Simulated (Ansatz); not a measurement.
Reaction (ligand exchange at the Al–N bond): `OB(F)[NH][AlH2]` + `O[SiH](O)O` → `O[SiH](O)[O][AlH2]` + `NB(O)F`

Calculated with Ansatz (gas phase, PBE0-D4/def2-TZVP geometries, no zero-point term in ΔE). CBS: MP2 limit from def2 TZ/QZ plus the TZ coupled-cluster correction, frozen cores. Functionals use def2-TZVPP. Each species was taken in one conformer, which may not be the lowest.

```csv
level,ΔE (kJ/mol)
B2PLYP,-61.0
r2SCAN,-58.1
PBE0,-55.9
MP2/CBS(def2),-59.7
```

**Question.** What does CCSD(T)/CBS give? (Best estimate.)

**Answer.** Ansatz gave: -59.1 kJ/mol. The listed levels differ from it by -1.9, 1.0, 3.2, -0.6 kJ/mol.

Largest T1 diagnostic among the species: 0.012.

In def2-TZVPP, CCSD(T) changes the Hartree–Fock value by +11.1 kJ/mol (the triples alone add +2.0 kJ/mol) and MP2 by +10.4 kJ/mol.
